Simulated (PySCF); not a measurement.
BH₃OSe₂. Atoms are numbered in the order given.

```xyz
7

B      0.6804     0.0016     0.0000
O      2.0302     0.0847     0.0000
H      2.4983    -0.7586     0.0000
Se    -0.3564    -1.6771     0.0000
H      0.8155    -2.5796     0.0000
Se    -0.2711     1.7219     0.0000
H     -1.6221     1.1307     0.0000
```

Coordinates come from a B3LYP-D3(BJ)/def2-SVP optimisation. One conformer was computed; it need not be the lowest.

These are PBE/def2-TZVP (PySCF) values and carry that method's errors.

Atomic charges (e):

```json
[
 {"atom": "B1", "Löwdin": "-1.33", "Mulliken": "0.10"},
 {"atom": "O2", "Löwdin": "0.22", "Mulliken": "-0.33"},
 {"atom": "H3", "Löwdin": "0.21", "Mulliken": "0.31"},
 {"atom": "Se4", "Löwdin": "0.37", "Mulliken": "-0.15"},
 {"atom": "H5", "Löwdin": "0.06", "Mulliken": "0.09"},
 {"atom": "Se6", "Löwdin": "0.41", "Mulliken": "-0.14"},
 {"atom": "H7", "Löwdin": "0.07", "Mulliken": "0.11"}
]
```

Computed Mayer and Wiberg (Löwdin basis) orders of the bonds:
| bond | Mayer | Wiberg |
|---|---|---|
| B1–O2 | 1.39 | 2.06 |
| O2–H3 | 0.87 | 0.94 |
| B1–Se4 | 1.25 | 1.82 |
| Se4–H5 | 0.95 | 0.97 |
| B1–Se6 | 1.24 | 1.84 |
| Se6–H7 | 0.95 | 0.97 |
